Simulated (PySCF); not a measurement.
The vertical singlet excitations below were computed for one of the candidates. The calculation used TDDFT wB97X-D/def2-SVPD, vertical, gas phase, core orbitals frozen in the response (PySCF). Geometries: GFN2-xTB, one conformer each.

```
state  E (eV)       f  main configurations (H = HOMO, L = LUMO)
   S1    5.37  0.0037                                 H→L (80%)
   S2    6.44   0.024                  H→L+2 (62%), H→L+1 (19%)
   S3    6.65   0.045     H→L+1 (41%), H→L+2 (19%), H→L+4 (14%)
   S4    6.99  0.0016     H→L+5 (17%), H→L+4 (16%), H→L+1 (15%)
   S5    7.06  0.0092     H→L+3 (44%), H→L+5 (19%), H-1→L (11%)
   S6    7.23   0.026     H-1→L (27%), H→L+3 (19%), H-3→L (18%)
   S7    7.38   0.010   H→L+5 (17%), H-2→L+1 (16%), H→L+4 (14%)
   S8    7.53   0.053                  H-3→L (40%), H-1→L (20%)
```

Orbital energies (eV): HOMO-3 -10.43, HOMO-2 -10.32, HOMO-1 -10.15, HOMO -8.79, LUMO 1.33, LUMO+1 1.65, LUMO+2 2.03.

Problem. Which structure fits? All have the formula C3H9ClSSi2.
A. `C[C@@H]1C[Si@H](Cl)S[SiH2]1`
B. `Cl[SiH2]SC1C[SiH2]C1`
C. `S([SiH3])[Si@@H](Cl)C1CC1`
D. `Cl[Si@H]1CCS[SiH2]C1`

Solution. B. Its S1, at 5.37 eV, is the lowest among the candidates; the nearest of the others has S1 at 5.84 eV. S1 is HOMO→LUMO (80%). Löwdin shares by element: HOMO sulfur 66%, carbon 15% or more, silicon 8% or more; LUMO sulfur 25%, silicon 21% or more, chlorine 17%, carbon 8% or more (atoms not listed hold the other 28%). At the same level the other candidates give, for their lowest levels:
- `[SiH3]S[Si@@H](Cl)C1CC1`: 6.26 eV (f 0.007); 6.39 eV (f 0.016); 6.86 eV (f 0.004); 7.20 eV (f 0.036); 7.55 eV (f 0.001); T1 5.95 eV; HOMO -9.20, LUMO 1.53 eV
- `C[C@@H]1C[Si@H](Cl)S[SiH2]1`: 6.02 eV (f 0.012); 6.52 eV (f 0.001); 6.83 eV (f 0.016); 7.15 eV (f 0.025); 7.23 eV (f 0.009); T1 5.64 eV; HOMO -9.11, LUMO 1.35 eV
- `Cl[Si@H]1CCS[SiH2]C1`: 5.84 eV (f 0.005); 6.17 eV (f 0.011); 6.88 eV (f 0.010); 7.15 eV (f 0.006); 7.27 eV (f 0.030); T1 5.47 eV; HOMO -8.67, LUMO 1.73 eV

Conformer computed: `[Cl:1][SiH2:2][S:3][CH:4]1[CH2:5][SiH2:6][CH2:7]1`: Cl1–Si2–S3–C4 -44°, Si2–S3–C4–C5 180°.
Triplets come from the Tamm–Dancoff approximation.

Without π bonds the low states are Rydberg-like; a valence basis with one diffuse set may place them up to an eV too high.
